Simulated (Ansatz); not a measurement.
Program: Ansatz. Geometries: PBE0-D4/def2-TZVP. ΔE: electronic, gas phase. CCSD(T)/CBS adds triple-zeta CCSD(T) − MP2 to the extrapolated MP2 energy (def2 sets, frozen cores). DFT in def2-TZVPP. B3LYP here is the variant with VWN-RPA as its local correlation; programs differ in this. For Ga outer-core shells are correlated without core-valence functions, which leaves a few kJ/mol of doubt a bond. Scalar relativity is left out up to krypton. One conformer a species, not always the lowest.

`F[CH2][GaH][SH]` + `N[SiH2]F` → `FCN[SiH2]F` + `[SH][GaH2]`  (substitution at a C–Ga bond)

| level | ΔE (kcal/mol) | difference from CCSD(T)/CBS |
| --- | --- | --- |
| PBE-D4 | 3.0 | -1.1 |
| r2SCAN-D4 | 3.0 | -1.1 |
| PBE0-D4 | 2.4 | -1.7 |
| B3LYP-D4 | 2.8 | -1.3 |
| ωB97X-V | 2.0 | -2.1 |
| ωB97M-V | 2.7 | -1.4 |
| B2PLYP | 2.9 | -1.2 |
| PBE | 3.0 | -1.1 |
| r2SCAN | 3.0 | -1.1 |
| PBE0 | 2.4 | -1.7 |
| B3LYP | 2.8 | -1.3 |
| HF/def2-TZVPP | -0.1 | -4.2 |
| MP2/def2-TZVPP | 3.4 | -0.7 |
| SCS-MP2/def2-TZVPP | 2.7 | -1.4 |
| CCSD/def2-TZVPP | 2.6 | -1.5 |
| CCSD(T)/def2-TZVPP | 2.8 | -1.3 |
| HF/def2-QZVPP | -0.2 | -4.3 |
| MP2/def2-QZVPP | 4.1 | 0.0 |
| SCS-MP2/def2-QZVPP | 3.3 | -0.8 |
| HF/CBS(def2) | -0.3 | -4.4 |
| MP2/CBS(def2) | 4.7 | 0.6 |
| CCSD/CBS(def2) | 3.9 | -0.2 |
| CCSD(T)/CBS | 4.1 | 0 |

Largest T1 diagnostic among the species: 0.013.

In def2-TZVPP, CCSD(T) changes the Hartree–Fock value by +2.9 kcal/mol (the triples alone add +0.2 kcal/mol) and MP2 by +3.5 kcal/mol.
